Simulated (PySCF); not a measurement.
An unknown shows these calculated signals:

¹H NMR (500 MHz, computed): δ 5.93 (br s, 1H), 1.29 (s, 9H).

¹³C{¹H} NMR (computed): δ 183.6 (C), 40.5 (C), 29.0 (CH3).

- coordinates at the GFN2-xTB level
- NMR shieldings at PBE0/pcSseg-1/GIAO
- run in PySCF 2.14
- isolated molecule, relativity neglected, rapidly exchanging positions averaged, single conformer

Shifts are taken against calculated references (same method and geometry level): ¹H (σ = 31.72 ppm) and ¹³C (σ = 186.93 ppm) vs TMS.

Task: Which of these does the molecule contain: a ketone, a tert-butyl group, an NH or NH2 group, a three-membered ring, an OH group, a carboxylic acid?

Result: 
- A ketone: no.
- A tert-butyl group: yes (δC 29.0, 40.5; δH 1.29 (s)).
- An NH or NH2 group: no.
- A three-membered ring: no.
- An OH group: yes (δH 5.93 (br s)).
- A carboxylic acid: yes (δC 183.6; δH 5.93 (br s)).

The data belong to `CC(C)(C)C(=O)O`, C5H10O2; they needn't prove each group on their own.

Carbon signals by region: 1 in the far downfield region (above 160 ppm), 2 below 50 ppm. Above 160 ppm: 183.6, carboxylic acid carbon.

Exchangeable OH/NH protons stand at their gas-phase positions; hydrogen bonding in a real sample shifts them, mostly to higher δ. Shifts are as computed. Against solution values, carbons near 30 ppm lie about +3 ppm off and those near 130 ppm about +5 ppm. Of 1211 compounds with measured shifts, 218 miss one by over three times the rms of a fit or turn the order of signals round; such compounds aren't used in these exercises. Hydrogen bonding in solution deshields acid and N–H amide carbonyl carbons by as much as 10 ppm beyond these values.
